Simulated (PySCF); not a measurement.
## Two-component Hartree-Fock for Cr (chromium, neutral)

Start: [Ar] 3d4 4s1 4p1; 3d5/2 filled at m_j = -1/2, +1/2, +3/2, +5/2; 4s1/2 filled at m_j = +1/2; 4p3/2 filled at m_j = +3/2. Calculated with PySCF 2.14 in x2c-TZVPall-2c (6s7p4d1f, 54 functions): generalised Hartree-Fock with the X2C-1e Hamiltonian and a Gaussian nucleus; one run each with spin-orbit coupling (SO) switched off, then screened by Boettger's factors. This is a chosen level, not necessarily the ground level.

```json
{"spinor shell": "1s1/2", "electrons": "2", "ε, spin-free (eV)": "-6048.0", "ε, screened SO (eV)": "-6048.0", "weight of nominal j (screened SO)": "1.000", "rms radius, screened SO (bohr)": "0.0734"}
{"spinor shell": "2s1/2", "electrons": "2", "ε, spin-free (eV)": "-729.65", "ε, screened SO (eV)": "-729.66", "weight of nominal j (screened SO)": "1.000", "rms radius, screened SO (bohr)": "0.316"}
{"spinor shell": "2p1/2", "electrons": "2", "ε, spin-free (eV)": "-610.84", "ε, screened SO (eV)": "-616.79", "weight of nominal j (screened SO)": "0.986", "rms radius, screened SO (bohr)": "0.285"}
{"spinor shell": "2p3/2", "electrons": "4", "ε, spin-free (eV)": "-610.84", "ε, screened SO (eV)": "-607.95", "weight of nominal j (screened SO)": "0.993", "rms radius, screened SO (bohr)": "0.288"}
{"spinor shell": "3s1/2", "electrons": "2", "ε, spin-free (eV)": "-97.405", "ε, screened SO (eV)": "-97.421", "weight of nominal j (screened SO)": "1.000", "rms radius, screened SO (bohr)": "0.963"}
{"spinor shell": "3p3/2", "electrons": "4", "ε, spin-free (eV)": "-62.213", "ε, screened SO (eV)": "-62.526", "weight of nominal j (screened SO)": "0.833", "rms radius, screened SO (bohr)": "1.04"}
{"spinor shell": "3p1/2", "electrons": "2", "ε, spin-free (eV)": "-62.213", "ε, screened SO (eV)": "-61.650", "weight of nominal j (screened SO)": "0.665", "rms radius, screened SO (bohr)": "1.04"}
{"spinor shell": "3d5/2", "electrons": "4", "ε, spin-free (eV)": "-16.064", "ε, screened SO (eV)": "-16.069", "weight of nominal j (screened SO)": "0.693", "rms radius, screened SO (bohr)": "1.41"}
{"spinor shell": "4s1/2", "electrons": "1", "ε, spin-free (eV)": "-9.075", "ε, screened SO (eV)": "-9.079", "weight of nominal j (screened SO)": "0.998", "rms radius, screened SO (bohr)": "3.47"}
{"spinor shell": "4p3/2", "electrons": "1", "ε, spin-free (eV)": "-4.990", "ε, screened SO (eV)": "-4.974", "weight of nominal j (screened SO)": "1.000", "rms radius, screened SO (bohr)": "4.13"}
```

```json
{"quantity": "E (hartree)", "spin-free": "-1049.56281", "screened SO": "-1049.57273"}
{"quantity": "M_J", "spin-free": "6", "screened SO": "6"}
{"quantity": "⟨J²⟩", "spin-free": "42.016", "screened SO": "42.016"}
{"quantity": "⟨L²⟩", "spin-free": "12.016", "screened SO": "12.019"}
{"quantity": "⟨S²⟩", "spin-free": "12.000", "screened SO": "11.999"}
```

Each row is a mean over spinors that exchange with the open shell spreads, by up to 12.693 eV (3p3/2).

Rows whose weight is well below 1 are mixtures of j = l ± 1/2: exchange outweighs spin-orbit coupling there, and the label is only the starting occupation.

Without spin-orbit coupling the j labels of p, d and f shells carry no meaning; the spin-free column gives the mean over the occupied spinors of each nl shell.
